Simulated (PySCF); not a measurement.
## The first ionisation energy along the 4p block

Calculated with PySCF 2.14 from differences of total energies of unrestricted determinants, without spin-orbit coupling. Values in eV. The last column holds reference values (NIST; (s) semi-empirical, (t) theoretical, else measured). Unmarked ones compare directly (S terms, centres of terms, or small fine structure); those marked * lie between the lowest fine-structure levels and include a spin-orbit shift.

```json
{"element": "Ga (aug-cc-pVTZ-PP with one added diffuse shell each of s, d, f type with ECP10MDF, ECP)", "configurations": "[Ar] 3d10 4s2 4p1 → [Ar] 3d10 4s2", "MP2 (valence)": "5.746", "CCSD (valence)": "5.802", "LDA": "5.995", "PBE": "5.917", "PBE0": "5.950", "r2SCAN": "6.078", "reference": "5.931"}
{"element": "Ge (aug-cc-pVTZ-PP with one added diffuse shell each of s, d, f type with ECP10MDF, ECP)", "configurations": "[Ar] 3d10 4s2 4p2 → [Ar] 3d10 4s2 4p1", "MP2 (valence)": "7.759", "CCSD (valence)": "7.784", "LDA": "7.964", "PBE": "7.845", "PBE0": "7.888", "r2SCAN": "8.019", "reference": "7.925"}
{"element": "As (aug-cc-pVTZ-PP with one added diffuse shell each of s, d, f type with ECP10MDF, ECP)", "configurations": "[Ar] 3d10 4s2 4p3 → [Ar] 3d10 4s2 4p2", "MP2 (valence)": "9.905", "CCSD (valence)": "9.870", "LDA": "9.983", "PBE": "9.844", "PBE0": "9.914", "r2SCAN": "10.064", "reference": "10.008"}
{"element": "Se (aug-cc-pVTZ-PP with one added diffuse shell each of s, d, f type with ECP10MDF, ECP)", "configurations": "[Ar] 3d10 4s2 4p4 → [Ar] 3d10 4s2 4p3", "MP2 (valence)": "9.247", "CCSD (valence)": "9.362", "LDA": "9.845", "PBE": "9.603", "PBE0": "9.598", "r2SCAN": "9.649", "reference": "9.635"}
{"element": "Br (aug-cc-pVTZ-PP with one added diffuse shell each of s, d, f type with ECP10MDF, ECP)", "configurations": "[Ar] 3d10 4s2 4p5 → [Ar] 3d10 4s2 4p4", "MP2 (valence)": "11.575", "CCSD (valence)": "11.574", "LDA": "12.032", "PBE": "11.753", "PBE0": "11.768", "r2SCAN": "11.835", "reference": "11.844"}
{"element": "Kr (aug-cc-pVTZ-PP with one added diffuse shell each of s, d, f type with ECP10MDF, ECP)", "configurations": "[Kr] → [Ar] 3d10 4s2 4p5", "MP2 (valence)": "14.040", "CCSD (valence)": "13.911", "LDA": "14.295", "PBE": "13.999", "PBE0": "14.051", "r2SCAN": "14.133", "reference": "14.222"}
```

```tsv
method	elements	mean error (eV)	mean absolute error (eV)	largest error (eV)
MP2 (valence)	6	-0.216	0.216	-0.388
CCSD (valence)	6	-0.210	0.210	-0.310
LDA	6	0.092	0.100	0.210
PBE	6	-0.101	0.101	-0.223
PBE0	6	-0.066	0.072	-0.171
r2SCAN	6	0.036	0.068	0.147
```

Errors include the incompleteness of the basis and the frozen core.

"Valence" correlates the outer s and p shells and, in groups 3 to 12 and the f block, the outer d or f shell, open or full, or the next shell where the ion has no valence electron left; the wider scheme adds the next inner shell.
